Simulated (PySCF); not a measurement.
All values below come from PBE-D3(BJ)/def2-TZVP // PBE0-D3(BJ)/def2-TZVP (PySCF). Gas-phase values, no solvent. One relaxed conformer stands for a flexible species; it need not be the lowest. Excitations are Tamm–Dancoff values on a coarser integration grid. The basis has no diffuse functions, so Rydberg states are missing or too high.

Reference species (SMILES): `SB(I)I` (H–S–B–I torsion 180°) (neutral, multiplicity 1).

The HOMO–LUMO gap is 3.72 eV, the T1 excitation (TDA) is 3.65 eV and the S1–T1 gap (TDA) is 0.13 eV. The S1 excitation (TDA) comes out as 3.78 eV.

After one change: the HOMO–LUMO gap falls by 0.70 eV; the T1 excitation (TDA) decreases by 0.70 eV; the S1–T1 gap (TDA) stays essentially unchanged; the S1 excitation (TDA) falls by 0.68 eV.

Question: Which change was made? The new species is one of these.
A. `SB(S)S`
B. `IB(I)I`
C. `SB(S)I` (H–S–B–I torsion 180°, I–B–S–H torsion -180°)

Answer: B, `IB(I)I`
